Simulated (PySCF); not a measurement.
F₃Te, charge +1, singlet, geometry from GFN2-xTB (all electrons, no relativity); PBE/STO-3G run with PySCF.

Here is a job for PySCF.
```python
from pyscf import gto, scf, dft

mol = gto.M(
    atom='''
Te   -0.066520    0.121881    0.330785
F    -1.167893   -1.076882   -0.587391
F     0.089023    1.213257   -1.178457
F     1.463208   -0.840579   -0.145352
''',
    basis='sto-3g',
    charge=1,
    spin=0,
    verbose=4,
)

mf = dft.RKS(mol)
mf.xc = 'pbe'
mf.kernel()
```

Output, abridged:

```
PySCF version 2.14.0

[INPUT] verbose = 4
[INPUT] num. atoms = 4
[INPUT] num. electrons = 78
[INPUT] charge = 1
[INPUT] spin (= nelec alpha-beta = 2S) = 0
[INPUT] symmetry False subgroup None
[INPUT] Mole.unit = angstrom
[INPUT] Symbol           X                Y                Z      unit          X                Y                Z       unit  Magmom
[INPUT]  1 Te    -0.066520000000   0.121881000000   0.330785000000 AA   -0.125704581806   0.230321709788   0.625093056114 Bohr   0.0
[INPUT]  2 F     -1.167893000000  -1.076882000000  -0.587391000000 AA   -2.206997912797  -2.035012048474  -1.110008118034 Bohr   0.0
[INPUT]  3 F      0.089023000000   1.213257000000  -1.178457000000 AA    0.168229088787   2.292723448711  -2.226960979577 Bohr   0.0
[INPUT]  4 F      1.463208000000  -0.840579000000  -0.145352000000 AA    2.765062383273  -1.588464096061  -0.274675471658 Bohr   0.0

nuclear repulsion = 445.532870480651
number of shells = 20
number of NR pGTOs = 126
number of NR cGTOs = 42
basis = sto-3g
ecp = {}

******** <class 'pyscf.dft.rks.RKS'> ********
method = RKS
initial guess = minao
damping factor = 0
level_shift factor = 0
DIIS = <class 'pyscf.scf.diis.CDIIS'>
diis_start_cycle = 1
diis_space = 8
diis_damp = 0
SCF conv_tol = 1e-09
SCF conv_tol_grad = None
SCF max_cycles = 50
direct_scf = True
direct_scf_tol = 1e-13
XC library pyscf.dft.libxc version 7.1.2
    S. Lehtola, C. Steigemann, M. J. T. Oliveira, and M. A. L. Marques,  SoftwareX 7, 1–5 (2018)
XC functionals = pbe
    J. P. Perdew, K. Burke, and M. Ernzerhof,  Phys. Rev. Lett. 77, 3865 (1996)
    J. P. Perdew, K. Burke, and M. Ernzerhof,  Phys. Rev. Lett. 78, 1396 (1997)
    J. P. Perdew, K. Burke, and M. Ernzerhof,  Phys. Rev. Lett. 77, 3865 (1996)
    J. P. Perdew, K. Burke, and M. Ernzerhof,  Phys. Rev. Lett. 78, 1396 (1997)
radial grids:
    Treutler-Ahlrichs [JCP 102, 346 (1995); DOI:10.1063/1.469408] (M4) radial grids

becke partition: Becke, JCP 88, 2547 (1988); DOI:10.1063/1.454033
pruning grids: <function nwchem_prune>
grids dens level: 3
symmetrized grids: False
atomic radii adjust function: <function treutler_atomic_radii_adjust>
small_rho_cutoff = 0
Set gradient conv threshold to 3.16228e-05
Initial guess from minao.
tot grids = 64744
init E= -6824.23777123206
  HOMO = -0.606230205222186  LUMO = -0.392455721242593  gap/eV = 5.81710
cycle= 1 E= -6843.12136078949  delta_E= -18.9  |g|= 0.368  |ddm|= 3.01
  HOMO = -0.352835764191899  LUMO = -0.230948582541075  gap/eV = 3.31672
cycle= 2 E= -6842.99826448227  delta_E= 0.123  |g|= 0.607  |ddm|=  1.9
  HOMO = -0.428763009090753  LUMO = -0.254720957796081  gap/eV = 4.73593
cycle= 3 E= -6843.18656250549  delta_E= -0.188  |g|= 0.0303  |ddm|= 1.27
  HOMO = -0.426439598682358  LUMO = -0.254833281013238  gap/eV = 4.66965
cycle= 4 E= -6843.1870192937  delta_E= -0.000457  |g|= 0.00124  |ddm|= 0.0616
  HOMO = -0.426714140983412  LUMO = -0.255217691278431  gap/eV = 4.66666
cycle= 5 E= -6843.18701877006  delta_E= 5.24e-07  |g|= 0.00193  |ddm|= 0.00567
  HOMO = -0.42671190532045  LUMO = -0.255196187183  gap/eV = 4.66718
cycle= 6 E= -6843.18702020032  delta_E= -1.43e-06  |g|= 0.000286  |ddm|= 0.00336
  HOMO = -0.426694570121703  LUMO = -0.255189471015694  gap/eV = 4.66689
cycle= 7 E= -6843.18702023384  delta_E= -3.35e-08  |g|= 1.32e-05  |ddm|= 0.000458
  HOMO = -0.426693884868959  LUMO = -0.255189600177149  gap/eV = 4.66687
cycle= 8 E= -6843.18702023388  delta_E= -3.55e-11  |g|= 1.24e-05  |ddm|= 3.64e-05
  HOMO = -0.426693694708852  LUMO = -0.255189930536966  gap/eV = 4.66686
Extra cycle  E= -6843.18702023277  delta_E= 1.1e-09  |g|= 5.42e-05  |ddm|= 0.000103
converged SCF energy = -6843.18702023277
```
